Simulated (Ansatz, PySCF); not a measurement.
Ga(F)(SiH3)2 (FGaH6Si2), SMILES [F][Ga]([SiH3])[SiH3]. Atoms are numbered in the order given.

```xyz
10

Ga    -0.1860    -0.1215     0.0165
F     -1.6834    -1.0915     0.1485
Si    -0.5031     1.8790    -1.3206
H      0.7719     2.2573    -2.0287
H     -0.8775     3.0179    -0.4053
H     -1.5977     1.6991    -2.3367
Si     1.6716    -1.1202     1.2173
H      2.5609    -0.0535     1.8020
H      2.4983    -1.9262     0.2467
H      1.1998    -2.0290     2.3190
```
Charge 0, spin multiplicity 1.

Geometry optimised at PBE-D3(BJ)/def2-SVP. The structure was generated by enumeration; whether it is a known compound was not checked.

Vertical ionisation energy (IE) and electron affinity (EA) in eV. Rows of orbital energies are one-electron estimates. Where ΔSCF, EOM or ADC give a negative EA the extra electron is unbound and the value depends on the basis.

```json
[
 {"level": "−ε(HOMO), −ε(LUMO), PBE0/def2-TZVP (PySCF)", "IE": "7.45", "EA": "2.21"},
 {"level": "−ε(HOMO), −ε(LUMO), PBE/def2-TZVP (PySCF)", "IE": "6.40", "EA": "2.95"},
 {"level": "ΔSCF, CAM-B3LYP/def2-SVPD (Ansatz), final states of multiplicity 2 and 2", "IE": "9.42", "EA": "0.60"},
 {"level": "ΔSCF, PBE/def2-SVPD (Ansatz), final states of multiplicity 2 and 2", "IE": "9.07", "EA": "0.66"}
]
```

Question: What vertical singlet–triplet gap does ΔSCF give with CAM-B3LYP/def2-SVPD (Ansatz, an electronic-structure program) and with PBE/def2-SVPD (Ansatz)? (An estimate is asked for; the answer gives what the named calculation found.)

Answer: 3.64 and 3.26 eV (triplet above singlet where positive).
